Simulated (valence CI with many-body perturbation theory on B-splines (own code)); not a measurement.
## Nd XLVI: calculated level list

Calculated by relativistic CI+MBPT: five valence electrons over a frozen Dirac-Fock core [Ne], radial functions for each j: 11 s, 11 p, 10 d, 8 f, 5 g, 2 h, with the one-electron correlation potential Σ1 (screened to all orders), the two-electron term Σ2, the three-electron term Σ3, Breit, model QED; selected single and double excitations, second order for the rest, scaled by the run's own slope (own B-spline code, finite nucleus).

No measured spectrum was set against this ion. As an estimate, large intervals hold to a few tenths of a per cent, small ones and those within an open d or f shell to about a per cent. Among the levels kept, up to 3100 cm⁻¹ of a level comes from second order outside the variational space, and about a tenth of that is noise between levels of different J, which matters for small intervals.

Levels 91 to 135 of 169, with energies above the lowest level, (3s^2 3p1/2^2 3p3/2) J=3/2. "Leading %" is the weight of the configuration and term that name the level; weights of strongly mixed levels are sums over their largest components and can fall short. In the jj column 3d3/2^4 stands for four electrons in 3d with j = 3/2. Lifetimes count E1, E2, E3, M1 and M2 decay at the calculated energies, and are blank where another channel may lead or the interval is too uncertain; long ones can be off by a factor of two.

| No. | Configuration | Term | J | E (Ry) | Leading % | Lifetime | Leading jj |
| --- | --- | --- | --- | --- | --- | --- | --- |
| 91 | 3s 3p3 3d | 4P° | 1/2 | 43.120 | 39 | 3.21 ps | 3s 3p1/2 3p3/2^2 3d5/2 (79 %) |
| 92 | 3s 3p3 3d | 4F° | 9/2 | 43.126 | 40 | 4.44 ps | 3s 3p1/2 3p3/2^2 3d5/2 (72 %) |
| 93 | 3s 3p3 3d | 4D° | 5/2 | 43.588 | 38 | 2.41 ps | 3s 3p1/2 3p3/2^2 3d5/2 (71 %) |
| 94 | 3s 3p3 3d | 4D° | 3/2 | 43.682 | 18 | 1.21 ps | 3s 3p1/2 3p3/2^2 3d3/2 (60 %) |
| 95 | 3s 3p3 3d | 2P° | 1/2 | 43.804 | 23 | 874 fs | 3s 3p1/2 3p3/2^2 3d3/2 (61 %) |
| 96 | 3s 3p2 3d2 | 6G | 3/2 | 43.884 | 40 | 26.8 ps | 3s 3p1/2^2 3d3/2^2 (90 %) |
| 97 | 3s 3p3 3d | 4D° | 5/2 | 43.943 | 25 | 1.71 ps | 3s 3p1/2 3p3/2^2 3d5/2 (54 %) |
| 98 | 3s 3p3 3d | 2D° | 3/2 | 44.039 | 32 | 2.19 ps | 3s 3p1/2 3p3/2^2 3d5/2 (81 %) |
| 99 | 3s 3p3 3d | 2F° | 7/2 | 44.092 | 49 | 4.45 ps | 3s 3p1/2 3p3/2^2 3d5/2 (83 %) |
| 100 | 3s 3p3 3d | 4D° | 1/2 | 44.274 | 37 | 1.02 ps | 3s 3p1/2 3p3/2^2 3d3/2 (69 %) |
| 101 | 3s 3p3 3d | 4D° | 3/2 | 44.400 | 19 | 822 fs | 3s 3p1/2 3p3/2^2 3d3/2 (58 %) |
| 102 | 3s 3p2 3d2 | 4F | 5/2 | 44.416 | 25 | 25.9 ps | 3s 3p1/2^2 3d3/2^2 (85 %) |
| 103 | 3s 3p3 3d | 2D° | 5/2 | 44.455 | 30 | 1.16 ps | 3s 3p1/2 3p3/2^2 3d5/2 (46 %) |
| 104 | 3s 3p3 3d | 2P° | 1/2 | 44.649 | 32 | 1.18 ps | 3s 3p1/2 3p3/2^2 3d3/2 (32 %) |
| 105 | 3s 3p3 3d | 4D° | 7/2 | 44.726 | 22 | 2.19 ps | 3s 3p1/2 3p3/2^2 3d5/2 (75 %) |
| 106 | 3s 3p3 3d | 2G° | 9/2 | 44.838 | 63 | 2.66 ps | 3s 3p1/2 3p3/2^2 3d5/2 (76 %) |
| 107 | 3s 3p3 3d | 2P° | 3/2 | 44.925 | 21 | 1.70 ps | 3s 3p1/2 3p3/2^2 3d5/2 (69 %) |
| 108 | 3s 3p3 3d | 2F° | 5/2 | 44.982 | 25 | 1.98 ps | 3s 3p1/2 3p3/2^2 3d5/2 (78 %) |
| 109 | 3s 3p3 3d | 4D° | 7/2 | 45.377 | 40 | 1.35 ps | 3s 3p1/2 3p3/2^2 3d5/2 (93 %) |
| 110 | 3s 3p3 3d | 2F° | 5/2 | 45.391 | 47 | 3.69 ps | 3s 3p1/2 3p3/2^2 3d5/2 (83 %) |
| 111 | 3s 3p2 3d2 | 4P | 1/2 | 45.455 | 45 | 20.7 ps | 3s 3p1/2^2 3d3/2^2 (85 %) |
| 112 | 3s 3p3 3d | 2F° | 7/2 | 45.627 | 38 | 1.67 ps | 3s 3p1/2 3p3/2^2 3d5/2 (75 %) |
| 113 | 3s 3p3 3d | 2P° | 3/2 | 45.669 | 43 | 2.10 ps | 3s 3p1/2 3p3/2^2 3d5/2 (75 %) |
| 114 | 3s 3p3 3d | 2D° | 5/2 | 45.898 | 45 | 1.67 ps | 3s 3p1/2 3p3/2^2 3d5/2 (80 %) |
| 115 | 3s 3p3 3d | 2S° | 1/2 | 46.185 | 33 | 1.54 ps | 3s 3p1/2 3p3/2^2 3d5/2 (72 %) |
| 116 | 3s 3p3 3d | 2D° | 3/2 | 46.351 | 30 | 1.14 ps | 3s 3p1/2 3p3/2^2 3d5/2 (74 %) |
| 117 | 3s 3p2 3d2 | 6G | 7/2 | 46.585 | 26 | 9.99 ps | 3s 3p1/2^2 3d3/2 3d5/2 (88 %) |
| 118 | 3s 3p3 3d | 2D° | 5/2 | 46.836 | 31 | 1.06 ps | 3s 3p1/2 3p3/2^2 3d5/2 (76 %) |
| 119 | 3s 3p2 3d2 | 6G | 5/2 | 46.986 | 17 | 8.86 ps | 3s 3p1/2^2 3d3/2 3d5/2 (84 %) |
| 120 | 3s 3p3 3d | 2D° | 3/2 | 47.044 | 27 | 1.15 ps | 3s 3p1/2 3p3/2^2 3d5/2 (67 %) |
| 121 | 3s2 3p 3d2 | 2G° | 7/2 | 47.063 | 26 | 718 fs | 3s^2 3p3/2 3d3/2^2 (75 %) |
| 122 | 3s2 3p 3d2 | 4F° | 5/2 | 47.151 | 29 | 598 fs | 3s^2 3p3/2 3d3/2^2 (67 %) |
| 123 | 3s2 3p 3d2 | 4D° | 1/2 | 47.183 | 52 | 589 fs | 3s^2 3p3/2 3d3/2^2 (71 %) |
| 124 | 3s 3p2 3d2 | 6D | 3/2 | 47.286 | 37 | 7.61 ps | 3s 3p1/2^2 3d3/2 3d5/2 (91 %) |
| 125 | 3s2 3p 3d2 | 4D° | 3/2 | 47.299 | 26 | 544 fs | 3s^2 3p3/2 3d3/2^2 (59 %) |
| 126 | 3s 3p2 3d2 | 4F | 9/2 | 47.698 | 30 | 6.20 ps | 3s 3p1/2^2 3d3/2 3d5/2 (81 %) |
| 127 | 3s 3p2 3d2 | 2F | 5/2 | 47.857 | 23 | 6.83 ps | 3s 3p1/2^2 3d3/2 3d5/2 (88 %) |
| 128 | 3s2 3p 3d2 | 4G° | 9/2 | 47.859 | 41 | 1.04 ps | 3s^2 3p3/2 3d3/2 3d5/2 (78 %) |
| 129 | 3s2 3p 3d2 | 4G° | 11/2 | 47.972 | 67 | 2.62 ps | 3s^2 3p3/2 3d3/2 3d5/2 (72 %) |
| 130 | 3s 3p2 3d2 | 4F | 3/2 | 48.013 | 18 | 9.00 ps | 3s 3p1/2^2 3d3/2 3d5/2 (78 %) |
| 131 | 3s2 3p 3d2 | 2F° | 7/2 | 48.130 | 26 | 944 fs | 3s^2 3p3/2 3d3/2 3d5/2 (74 %) |
| 132 | 3s 3p2 3d2 | 4H | 7/2 | 48.209 | 28 | 7.14 ps | 3s 3p1/2^2 3d3/2 3d5/2 (90 %) |
| 133 | 3s2 3p 3d2 | 2D° | 3/2 | 48.274 | 30 | 700 fs | 3s^2 3p3/2 3d3/2 3d5/2 (47 %) |
| 134 | 3s2 3p 3d2 | 4D° | 5/2 | 48.377 | 29 | 1.37 ps | 3s^2 3p3/2 3d3/2 3d5/2 (73 %) |
| 135 | 3s2 3p 3d2 | 4P° | 3/2 | 48.401 | 25 | 711 fs | 3s^2 3p3/2 3d3/2^2 (39 %) |
